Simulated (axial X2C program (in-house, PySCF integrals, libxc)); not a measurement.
MnTe: bond constants with and without spin–orbit coupling

Calculated with an in-house all-electron X2C program for linear molecules (integrals from PySCF). Spin-free means the one-electron spin-free X2C Hamiltonian; two-component (2c) means X2C with spin–orbit coupling and atomic mean-field two-electron Coulomb and Gaunt terms, so the difference of the two also holds small scalar two-electron terms. Basis: Te dyall-cv3z [11s12p8d4f1g], Mn dyall-cv3z [9s10p6d3f2g] (cores contracted in-house); Gaussian nuclei, density fitting, unrestricted open shells. Masses: Te 129.906 u, Mn 54.938 u.

The run was started with this input:
```json
{"zs": [52, 25], "q": 0, "bas": ["dyall-cv3z", "dyall-cv3z"], "levels": ["PBE0", "HF", "PBEsol"], "cc": true, "r0": 2.33, "thr": -1.0, "nmax": 90, "npts": 10, "nst": 2, "ntry": 6}
```
```bash
python so2c.py task.json out
```

Keys: zs atomic numbers; q charge; bas basis sets; levels methods; cc coupled cluster on or off; r0 starting distance in Å; thr threshold in hartree for freezing inner shells (an s shell follows its p shell); nmax most natural virtual spinors; npts points on the curve; nst determinants followed; ntry starts of the search. HF also brings MP2.

State, spin-free: M_S = 5/2, Λ = 0 (beyond evenly filled blocks: σα, π+α, π-α, δ+α, δ-α); electrons by block: σα: 17, σβ: 16, π+α: 9, π+β: 8, π-α: 9, π-β: 8, δ+α: 3, δ+β: 2, δ-α: 3, δ-β: 2. Fragments: Te + Mn.

State, 2c: Ω = 5/2 (⟨Sz⟩ = 2.51, ⟨Lz⟩ = -0.01 at PBEsol); electrons by block: 1/2: 25, -1/2: 25, 3/2: 11, -3/2: 11, 5/2: 3, -5/2: 2. Fragments: Te + Mn.

```
Hamiltonian   level  Re (Å)  ωe (cm⁻¹)  De (eV)  D0 (eV)  μ (D)
  spin-free    PBE0   2.400      298.4     2.28     2.26   5.79
  spin-free      HF   2.626      210.1    0.661    0.648   5.88
  spin-free  PBEsol   2.357      315.7     3.29     3.27   4.67
         2c  PBEsol   2.363      309.4     3.04     3.02   4.57
```

Dipoles are positive if Mn is the positive end.

One determinant describes the state; a PBE0 search over occupations chose it and may have missed a lower one. De is counted from the lowest determinant-based energies of the atoms at the same level, without counterpoise correction. Density functionals use the spin component along the axis (collinear). Without a current term, density functionals place determinants with orbital angular momentum somewhat too high. With several unpaired electrons one determinant need not be a pure state. This is the top spin component of a Σ state; components of lower Ω are not single determinants and can lie lower. The determinant is spin-polarised beyond a pure state at some levels (its spin-free form has ⟨S²⟩ too high), which makes Re and μ there less reliable.

No reliable constants came from HF (2c), MP2 (2c), MP2 (spin-free), PBE0 (2c): no minimum in range, unconverged points, a curve that is not smooth, a change of character along it, or the two Hamiltonians disagreeing along it.

Rough cost a point (2c) on 1 thread(s) of a shared host, integrals apart: PBEsol 0.9 s.

The whole task took 3.8 min on 1 thread of INTEL(R) XEON(R) PLATINUM 8581C CPU @ 2.10GHz (Emerald Rapids), on a shared host.
